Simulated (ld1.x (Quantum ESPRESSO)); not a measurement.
## Configuration tests for magnesium (Mg) (TM)

* Element: magnesium (Mg)
* Generator: ld1.x (Quantum ESPRESSO) 7.5
* Type: norm-conserving Troullier–Martins (Kleinman–Bylander form)
* Functional: BLYP
* Relativity: scalar-relativistic
* Frozen core: [Ne]
* Valence charge: 2
* Reference configuration: 3s1.5 3p0.5
* Partial waves: 3s (bound): rc 2.30 bohr; 3p (bound): rc 2.85 bohr
* Local potential: all-electron potential smoothed inside 2.30 bohr (lloc = -1)
* Core correction: Bessel-smoothed model core, default radius (core density twice the valence density)

Energies are relative to the spin-unpolarised reference configuration 3s1.5 3p0.5; without spin polarisation the order of configurations can differ from experiment. The frozen-core shift is the all-electron ΔE with the core orbitals held at their reference shape minus the fully relaxed ΔE.

| valence configuration | charge | ΔE all-electron (eV) | error AE − PS (meV) | frozen-core shift (meV) |
| --- | --- | --- | --- | --- |
| 3s1 3p0 | +1 | 6.167 | +1.7 | +3.3 |
| 3s1.5 3p0 | +0.5 | 1.364 | +0.1 | +0.1 |
| 3s0 3p2 | 0 | 5.606 | -5.4 | +4.6 |
| 3s0 3p1 | +1 | 10.616 | -2.6 | +11 |

Task: What are ΔE and the potential's error for 3s1 3p1?

Result: ΔE = 1.804 eV all-electron; the error (AE − PS) is -0.5 meV.

Task: What are ΔE and the potential's error for 3s2 3p0?

Result: ΔE = -1.727 eV all-electron; the error (AE − PS) is -0.2 meV.
